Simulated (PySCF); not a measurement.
**State search for SiTe⁺**

Unrestricted PBE0; PySCF, spin-free X2C with a Gaussian nucleus, basis sets Si x2c-SVPall, Te x2c-SVPall. Outer shells of the fragments: Si+ 3s2 3p1; Te 4d10 5s2 5p4.

Followed along the bond (rough minima from three points):

| 2Ms+1 | unpaired | ⟨S²⟩ at the start | R at minimum (Å) | Te (eV) |
| --- | --- | --- | --- | --- |
| 2 | π ↑ | 0.77 | 2.42 | 0.00 |
| 2 | σ ↑ | 0.76 | 2.25 | 0.35 |
| 4 | π ↑↑↑ | 3.76 | none in the scan | ≤ 1.58 |

Solutions found at the starting distance of 2.535 Å, counted from the lowest of them; the search is not exhaustive and high or unbound solutions are not listed, so other states can lie among these:

```tsv
2Ms+1	unpaired	term	E (eV)	⟨S²⟩	⟨Lz²⟩	μ (D)
2	π ↑	²Π	0.00	0.77	1.01	-4.81
2	σ ↑	²Σ⁺	0.81	0.76	0.00	-5.42
4	π ↑↑↑	⁴Π	1.75	3.76	1.01	-2.07
4	σ ↑, π ↑↑	mixed	1.99	3.76	2.01	-4.00
2	π ↑↑↓	mixed	2.14	1.76	3.02	-2.08
4	σ ↑, π ↑↑	mixed	2.32	3.76	2.01	-4.39
```

A term symbol is given only where ⟨S²⟩ and ⟨Lz²⟩ are close to those of a pure state; real π, δ and φ orbitals otherwise mix terms. A positive dipole points towards Te; it is taken about the centre of mass and depends on that origin.

Task: Compare the gap between the two lowest followed solutions at the starting distance with the gap between their minima.

Result: At PBE0 the second solution (doublet, unpaired electrons σ ↑) lies +0.81 eV from the first (doublet, unpaired electrons π ↑) at 2.535 Å and +0.35 eV at the minima; the two curves relax by different amounts, since their minima lie near 2.25 and 2.42 Å.

Spin–orbit coupling is left out. Counting both spins, an empty level lies below a filled one in some of these solutions, because spin and occupation are held.
